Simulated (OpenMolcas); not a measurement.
A calculation on Nb+.

```yaml
Program: OpenMolcas 26.06
Method: RASSCF
Basis: ANO-RCC-VTZP [7s6p4d2f1g]
Scalar_Hamiltonian: DKH2, point nucleus
Active_space: 4 electrons in 9 orbitals (RAS2 4d 5s; RAS3 5p, at most 2 electrons)
State_averaging: 2S+1 = 5 even, 15 roots; 2S+1 = 3 even, 90 roots kept (CI in the orbitals of an earlier block); 2S+1 = 1 even, 84 roots kept (CI in the orbitals of an earlier block, 68 in the spin-orbit step); 2S+1 = 5 odd, 51 roots (21 in the spin-orbit step); 2S+1 = 3 odd, 78 roots kept (CI in the orbitals of an earlier block, 21 in the spin-orbit step); 2S+1 = 1 odd, 84 roots kept (CI in the orbitals of an earlier block, 1 in the spin-orbit step)
Spin-orbit_coupling: state interaction with AMFI integrals over the reference wave functions, term energies averaged over their components
```

Task: Which level of the active space comes out lowest?

Result: 4d4 5D0, with 99 % of that term; it is also the measured ground level.

Task: How high does 4d3 5s 5F3 lie?

Result: 1012 cm-1 above the lowest level; measured 3030 cm-1 above the ground level, so the calculation is off by -67 %.

Task: How high does 4d4 5D4 lie?

Result: 1291 cm-1 above the lowest level; measured 1225 cm-1 above the ground level, so the calculation is off by +5 %.

Task: How high does 4d3 5s 3F2(1) lie?

Result: 8583 cm-1 above the lowest level.

Measured values: NIST Handbook of Basic Atomic Spectroscopic Data.

Some high roots are left out of the spin-orbit mixing, which shifts the levels that they would mix with. Without dynamic correlation excited terms often stand tens of per cent too high (terms of higher spin than the ground term too low), and those without a measured partner can miss by more than the paired ones. Terms from blocks run as CI alone lack orbitals of their own. Configurations are named by rounded mean occupations; where the s occupation lies near a half they are strongly mixed, a name can repeat and a true partner stay unpaired. A single d shell beside an s shell can misplace configurations of different d count against each other. Measured partners are found by configuration, term and J. A level has none where our copy of the source lacks it or the pairing is in doubt (some pairs that miss far off the trend of their configuration count as doubtful), and it then counts in no deviation. Levels of configurations outside the active space are missing.

A number in round brackets counts repeated terms of one configuration in the order of the reference energies.
